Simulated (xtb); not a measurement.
C₂₄H₂₃I₃, SMILES Ic1ccc(C(C)CC(c2ccc(I)cc2)CCc2ccc(cc2)I)cc1. All values are semi-empirical tight-binding results from xtb (GFN2-xTB unless named), good for trends rather than for accurate numbers. Geometry: GFN2-xTB. The values are those of a single conformer.

Optimised geometry:

```xyz
50

C     -1.8824     0.1313     3.8947
C     -2.7408    -0.2921     2.7033
C     -3.0794     0.8318     1.7537
C     -4.1034     0.6352     0.8298
C     -4.4462     1.6113    -0.0858
C     -3.7598     2.8123    -0.0809
I     -4.2717     4.3216    -1.4806
C     -2.7484     3.0392     0.8318
C     -2.4143     2.0506     1.7425
C     -2.1285    -1.4968     1.9459
C     -1.2441    -1.1746     0.7281
C     -0.9474    -2.4661     0.0051
C     -0.1660    -3.4567     0.5895
C      0.0899    -4.6457    -0.0681
C     -0.4430    -4.8520    -1.3274
I     -0.0549    -6.6712    -2.3421
C     -1.2233    -3.8846    -1.9314
C     -1.4699    -2.6998    -1.2604
C      0.0489    -0.4375     1.0881
C      0.9120    -0.1689    -0.1513
C      2.1263     0.6231     0.2330
C      3.3210    -0.0117     0.5464
C      4.4301     0.7129     0.9452
C      4.3404     2.0893     1.0353
I      6.0327     3.2095     1.6479
C      3.1619     2.7455     0.7307
C      2.0620     2.0077     0.3329
H     -1.8109    -0.6948     4.5991
H     -0.8741     0.4066     3.6011
H     -2.3414     0.9725     4.4100
H     -3.6936    -0.6437     3.1198
H     -4.6442    -0.3000     0.8256
H     -5.2423     1.4367    -0.7933
H     -2.2216     3.9814     0.8418
H     -1.6285     2.2553     2.4524
H     -2.9440    -2.1257     1.5797
H     -1.5569    -2.0942     2.6576
H     -1.8162    -0.5328     0.0491
H      0.2547    -3.3069     1.5724
H      0.7002    -5.4034     0.3990
H     -1.6380    -4.0475    -2.9141
H     -2.0809    -1.9448    -1.7341
H     -0.2013     0.5220     1.5392
H      0.6274    -1.0143     1.8121
H      0.3198     0.3878    -0.8809
H      1.2091    -1.1167    -0.6036
H      3.3900    -1.0874     0.4733
H      5.3529     0.2068     1.1828
H      3.0997     3.8206     0.7991
H      1.1411     2.5182     0.0901
```
Charge 0, spin multiplicity 1.

| Quantity | Result |
|---|---|
| orbital gap | 3.94 eV |
| zero-point energy | 246.2 kcal/mol |
| G − E(el) at 298.15 K (modified RRHO) | 208.7 kcal/mol |
| static polarisability (D4 model) | 354.0 bohr³ |
| solvation energy, GFN2-xTB/ALPB(water) | -8.9 kcal/mol |
| solvation energy, GFN2-xTB/ALPB(methanol) | -24.6 kcal/mol |

Computed atomic charges and the Wiberg bond orders between heavy atoms:
charges (e) C1 -0.11, C2 -0.02, C3 0.01, C4 -0.04, C5 -0.03, C6 0.05, I7 -0.14, C8 -0.04, C9 -0.04, C10 -0.06, C11 -0.02, C12 0.01, C13 -0.03, C14 -0.03, C15 0.06, I16 -0.14, C17 -0.03, C18 -0.04, C19 -0.05, C20 -0.06, C21 0.01, C22 -0.04, C23 -0.03, C24 0.06, I25 -0.14, C26 -0.03, C27 -0.04, H28 0.04, H29 0.04, H30 0.04, H31 0.04, H32 0.04, H33 0.05, H34 0.05, H35 0.04, H36 0.03, H37 0.04, H38 0.03, H39 0.04, H40 0.05, H41 0.05, H42 0.04, H43 0.04, H44 0.03, H45 0.04, H46 0.04, H47 0.04, H48 0.05, H49 0.05, H50 0.04. Bond orders C1–C2 1.01, C2–C3 1.00, C3–C4 1.40, C4–C5 1.45, C5–C6 1.41, C6–I7 0.97, C6–C8 1.43, C3–C9 1.42, C8–C9 1.43, C2–C10 0.97, C10–C11 0.98, C11–C12 1.00, C12–C13 1.40, C13–C14 1.45, C14–C15 1.42, C15–I16 0.97, C15–C17 1.42, C12–C18 1.41, C17–C18 1.44, C11–C19 0.99, C19–C20 0.99, C20–C21 1.01, C21–C22 1.41, C22–C23 1.44, C23–C24 1.42, C24–I25 0.97, C24–C26 1.42, C21–C27 1.41, C26–C27 1.44.
